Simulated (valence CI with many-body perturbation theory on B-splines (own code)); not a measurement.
Values are calculated unless marked as measured or tabulated.
**Te³⁶⁺: what each term of the Hamiltonian does**

Level of theory: relativistic CI+MBPT: six valence electrons over a frozen Dirac-Fock core [Ne], a basis of 9 s, 9 p, 8 d, 6 f, 3 g, 1 h functions for each j, with the one-electron correlation potential Σ1, the two-electron term Σ2, the three-electron term Σ3, Breit, model QED; selected CI, second order for the rest, scaled by the run's own slope (own B-spline code, finite nucleus).

The last digits are not significant, and no measured levels were compared; by estimate large intervals hold to a few tenths of a per cent, small ones and those within an open d or f shell to about a per cent. Among the levels kept, up to 1500 cm⁻¹ of a level comes from second order outside the variational space, and about a tenth of that is noise between levels of different J, which matters for small intervals.

Each rung adds one term. CI alone is the Dirac-Coulomb CI over the frozen core; QED comes last and gives the full result, which names the levels. Energies are above (3s^2 3p1/2^2 3p3/2^2) J=2 on the same rung, in cm⁻¹.

Levels are named by their leading jj configuration (3d3/2^4 stands for four electrons in 3d with j = 3/2), which in mixed levels can hold well under half, so a name can repeat and another be missing. Letters in brackets count levels of one name in rising energy.

| Level | CI alone | + Σ1 | + Σ2 | + Σ3 | + Breit | Full |
| --- | --- | --- | --- | --- | --- | --- |
| (3s^2 3p1/2^2 3p3/2^2) J=0 | 96320 | 96335 | 96074 | 95716 | 96620 | 96597 |
| (3s^2 3p1/2 3p3/2^3) J=1 | 512784 | 513372 | 514016 | 514070 | 507146 | 508086 |
| (3s^2 3p1/2 3p3/2^3) J=2 | 567883 | 568478 | 568894 | 568738 | 560713 | 561645 |
| (3s^2 3p3/2^4) J=0 | 1120050 | 1121210 | 1122170 | 1121890 | 1107680 | 1109440 |
| (3s^2 3p1/2^2 3p3/2 3d3/2) J=2 | 1194370 | 1192920 | 1190690 | 1189780 | 1186890 | 1185470 |
| (3s^2 3p1/2^2 3p3/2 3d3/2) J=1 | 1215670 | 1214250 | 1212200 | 1211440 | 1208730 | 1207030 |
| (3s^2 3p1/2^2 3p3/2 3d3/2) J=3 | 1235780 | 1234380 | 1232040 | 1230830 | 1226090 | 1225010 |
| (3s^2 3p1/2^2 3p3/2 3d3/2) J=0 | 1232950 | 1231510 | 1229370 | 1228290 | 1226400 | 1225170 |
| (3s^2 3p1/2^2 3p3/2 3d5/2) J=2 | 1282280 | 1281300 | 1280180 | 1280510 | 1275870 | 1271960 |
| (3s^2 3p1/2^2 3p3/2 3d5/2) J=4 | 1342990 | 1342060 | 1339830 | 1338610 | 1329600 | 1328830 |
| (3s 3p1/2^2 3p3/2^3) J=2 | 1462320 | 1461370 | 1458610 | 1458060 | 1452920 | 1449150 |
| (3s^2 3p1/2^2 3p3/2 3d5/2) J=3 | 1466090 | 1465090 | 1461440 | 1459440 | 1451590 | 1450810 |
| (3s^2 3p1/2^2 3p3/2 3d5/2) J=1 [a] | 1463000 | 1462070 | 1459800 | 1459430 | 1454910 | 1451280 |
| (3s^2 3p1/2^2 3p3/2 3d5/2) J=1 [b] | 1558960 | 1558010 | 1555040 | 1553560 | 1548120 | 1545440 |
| (3s^2 3p1/2 3p3/2^2 3d3/2) J=0 | 1669230 | 1668350 | 1667110 | 1666530 | 1656590 | 1655820 |
| (3s^2 3p1/2 3p3/2^2 3d3/2) J=2 [a] | 1672940 | 1672060 | 1670300 | 1669550 | 1658670 | 1658450 |
| (3s^2 3p1/2 3p3/2^2 3d3/2) J=1 [a] | 1677290 | 1676400 | 1674610 | 1673890 | 1664390 | 1663490 |
| (3s^2 3p1/2 3p3/2^2 3d3/2) J=3 [a] | 1710750 | 1709910 | 1708160 | 1707230 | 1694450 | 1694270 |
| (3s^2 3p1/2 3p3/2^2 3d3/2) J=4 | 1765760 | 1764920 | 1763200 | 1761890 | 1747900 | 1747730 |

(1) How does the ionisation energy move along the ladder, and which term matters most?

Results:

(1) CI alone 2475.0, + Σ1 2475.9, + Σ2 2476.0, + Σ3 2475.4, + Breit 2473.9, + QED 2473.8 eV. The largest step is Breit, -1.5 eV. NIST lists 2472 ± 5 eV (theoretical).
